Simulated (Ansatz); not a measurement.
Calculated with Ansatz (gas phase, PBE0-D4/def2-TZVP geometries, no zero-point term in ΔE). CCSD(T)/CBS adds triple-zeta CCSD(T) − MP2 to the extrapolated MP2 energy (def2 sets, frozen cores). This one scheme is used for every species. DFT in def2-TZVPP. B3LYP here is the variant with VWN-RPA as its local correlation; programs differ in this. One conformer a species, not always the lowest.

Consider the formal exchange of groups at a C–C bond: `ClCC(Cl)CCl` + `CBF` → `CB(F)CCl` + `ClCCCl`.

```json
{"level": "PBE-D4", "ΔE (kcal/mol)": "-9.5", "difference from CCSD(T)/CBS": "-1.3"}
{"level": "r2SCAN-D4", "ΔE (kcal/mol)": "-9.9", "difference from CCSD(T)/CBS": "-1.7"}
{"level": "PBE0-D4", "ΔE (kcal/mol)": "-9.5", "difference from CCSD(T)/CBS": "-1.3"}
{"level": "B3LYP-D4", "ΔE (kcal/mol)": "-9.5", "difference from CCSD(T)/CBS": "-1.3"}
{"level": "ωB97X-V", "ΔE (kcal/mol)": "-8.6", "difference from CCSD(T)/CBS": "-0.4"}
{"level": "ωB97M-V", "ΔE (kcal/mol)": "-8.9", "difference from CCSD(T)/CBS": "-0.7"}
{"level": "B2PLYP", "ΔE (kcal/mol)": "-9.6", "difference from CCSD(T)/CBS": "-1.4"}
{"level": "PBE", "ΔE (kcal/mol)": "-10.5", "difference from CCSD(T)/CBS": "-2.3"}
{"level": "r2SCAN", "ΔE (kcal/mol)": "-10.2", "difference from CCSD(T)/CBS": "-2.0"}
{"level": "PBE0", "ΔE (kcal/mol)": "-10.3", "difference from CCSD(T)/CBS": "-2.1"}
{"level": "B3LYP", "ΔE (kcal/mol)": "-11.0", "difference from CCSD(T)/CBS": "-2.8"}
{"level": "HF/def2-TZVPP", "ΔE (kcal/mol)": "-10.9", "difference from CCSD(T)/CBS": "-2.7"}
{"level": "MP2/def2-TZVPP", "ΔE (kcal/mol)": "-7.2", "difference from CCSD(T)/CBS": "1.0"}
{"level": "SCS-MP2/def2-TZVPP", "ΔE (kcal/mol)": "-7.7", "difference from CCSD(T)/CBS": "0.5"}
{"level": "CCSD/def2-TZVPP", "ΔE (kcal/mol)": "-8.9", "difference from CCSD(T)/CBS": "-0.7"}
{"level": "CCSD(T)/def2-TZVPP", "ΔE (kcal/mol)": "-8.4", "difference from CCSD(T)/CBS": "-0.2"}
{"level": "HF/def2-QZVPP", "ΔE (kcal/mol)": "-10.9", "difference from CCSD(T)/CBS": "-2.7"}
{"level": "MP2/def2-QZVPP", "ΔE (kcal/mol)": "-7.0", "difference from CCSD(T)/CBS": "1.2"}
{"level": "SCS-MP2/def2-QZVPP", "ΔE (kcal/mol)": "-7.6", "difference from CCSD(T)/CBS": "0.6"}
{"level": "HF/CBS(def2)", "ΔE (kcal/mol)": "-10.9", "difference from CCSD(T)/CBS": "-2.7"}
{"level": "MP2/CBS(def2)", "ΔE (kcal/mol)": "-7.0", "difference from CCSD(T)/CBS": "1.2"}
{"level": "CCSD/CBS(def2)", "ΔE (kcal/mol)": "-8.7", "difference from CCSD(T)/CBS": "-0.5"}
{"level": "CCSD(T)/CBS", "ΔE (kcal/mol)": "-8.2", "difference from CCSD(T)/CBS": "0"}
```

Largest T1 diagnostic among the species: 0.012.

The D4 term adds +1.5 kcal/mol with B3LYP and +0.8 kcal/mol with PBE0; it sums over pairs of atoms, weighted by their polarisabilities, and B3LYP, whose exchange is more repulsive, gets the larger term. In def2-TZVPP, CCSD(T) changes the Hartree–Fock value by +2.5 kcal/mol (the triples alone add +0.5 kcal/mol) and MP2 by +3.8 kcal/mol.
